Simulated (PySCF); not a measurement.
C2H5O2, SMILES [O]CCO, multiplicity 2. Geometry: ωB97X-D3(BJ)/def2-SVP. The isomer is the one that the SMILES or the coordinates give; other isomers of the formula were not compared. One conformer was computed; it need not be the lowest.

Computed equilibrium geometry at ωB97X-D3(BJ)/def2-SVP (PySCF confirms it by a frequency run) as bond lengths and angles (one conformer of several):
Atoms: O1 C2 C3 O4 H5 H6 H7 H8 H9. Bond lengths (Å): O1–C2 1.355, C2–C3 1.555, C2–H5 1.114, C2–H6 1.112, C3–O4 1.396, C3–H7 1.100, C3–H8 1.108, O4–H9 0.964. Bond angles (°): O1–C2–C3 108.9, O1–C2–H5 113.3, O1–C2–H6 111.9, C3–C2–H5 107.7, C3–C2–H6 105.6, H5–C2–H6 109.1, C2–C3–O4 113.8, C2–C3–H7 108.4, C2–C3–H8 106.4, O4–C3–H7 107.3, O4–C3–H8 112.7, H7–C3–H8 108.1, C3–O4–H9 108.7.
Charge 0, spin multiplicity 2.
